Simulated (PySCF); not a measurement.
# `CC(=O)[C@@H]1CC[C@@H]1N`, C₆H₁₁NO

Geometry:
```tsv
atom	x (Å)	y (Å)	z (Å)
C1	2.264	-0.766	-0.517
C2	1.359	0.129	0.285
O3	1.516	0.347	1.461
C4	0.203	0.694	-0.508
C5	-0.693	1.666	0.275
C6	-1.766	0.578	0.414
C7	-0.995	-0.299	-0.600
N8	-0.703	-1.677	-0.290
H9	1.660	-1.559	-0.955
H10	3.040	-1.188	0.116
H11	2.722	-0.201	-1.326
H12	0.563	1.041	-1.476
H13	-0.254	2.007	1.211
H14	-1.013	2.523	-0.312
H15	-1.785	0.133	1.408
H16	-2.778	0.858	0.128
H17	-1.449	-0.274	-1.594
H18	-0.361	-1.760	0.662
H19	-1.541	-2.243	-0.373
```

Method: PySCF, TDDFT PBE0/def2-SVPD circular dichroism and optical rotation, one conformer, gas phase. Geometry: GFN2-xTB.

The molecule is flexible and this is one conformer; a measurement averages over conformers. States above about 7.0 eV (minus the energy of the highest occupied orbital) lie near or above the ionisation threshold and depend on the basis. Singlets 7 and 8 lie within 0.01 eV of each other, so their separate moments and overlaps can depend on how they mix.

(1) Draw the ECD and absorption spectra from the lowest 16 states, each a Gaussian of half-width 0.3 eV at 1/e height.

Answers

(1) 
| E (eV) | λ (nm) | Δε (L mol⁻¹ cm⁻¹) | ε (L mol⁻¹ cm⁻¹) |
| --- | --- | --- | --- |
| 3.95 | 314 | -0.18 | 0.839 |
| 4.05 | 306 | -0.48 | 2.28 |
| 4.15 | 299 | -1.04 | 4.97 |
| 4.25 | 292 | -1.82 | 8.65 |
| 4.35 | 285 | -2.54 | 12.1 |
| 4.45 | 279 | -2.84 | 13.5 |
| 4.55 | 273 | -2.54 | 12.2 |
| 4.65 | 267 | -1.82 | 9.36 |
| 4.75 | 261 | -1.07 | 8.17 |
| 4.85 | 256 | -0.56 | 14 |
| 4.95 | 251 | -0.41 | 35 |
| 5.05 | 246 | -0.61 | 80.2 |
| 5.15 | 241 | -1.05 | 150 |
| 5.25 | 236 | -1.56 | 225 |
| 5.35 | 232 | -1.87 | 270 |
| 5.45 | 228 | -1.80 | 260 |
| 5.55 | 223 | -1.38 | 201 |
| 5.65 | 219 | -0.79 | 130 |
| 5.75 | 216 | -0.14 | 89.5 |
| 5.85 | 212 | +0.85 | 126 |
| 5.95 | 208 | +2.87 | 300 |
| 6.05 | 205 | +6.67 | 673 |
| 6.15 | 202 | +12.20 | 1230 |
| 6.25 | 198 | +17.70 | 1820 |
| 6.35 | 195 | +20.17 | 2170 |
| 6.45 | 192 | +17.56 | 2120 |
| 6.55 | 189 | +10.83 | 1740 |
| 6.65 | 186 | +3.69 | 1340 |
| 6.75 | 184 | +0.38 | 1200 |
| 6.85 | 181 | +3.25 | 1470 |
| 6.95 | 178 | +11.61 | 2130 |
| 7.05 | 176 | +21.63 | 2980 |
| 7.15 | 173 | +27.96 | 3700 |
| 7.25 | 171 | +26.92 | 3990 |
| 7.35 | 169 | +19.21 | 3830 |
| 7.45 | 166 | +9.20 | 3400 |
| 7.55 | 164 | +1.32 | 2980 |
| 7.65 | 162 | -2.75 | 2740 |
| 7.75 | 160 | -4.02 | 2750 |
| 7.85 | 158 | -4.41 | 3000 |
| 7.95 | 156 | -5.28 | 3370 |
| 8.05 | 154 | -6.71 | 3640 |

Δε uses R in velocity form, ε uses f in length form. Only the states computed contribute, so the short-wavelength end is incomplete.

The sign of the CD band at 163 nm isn't settled: the length form gives the opposite one.
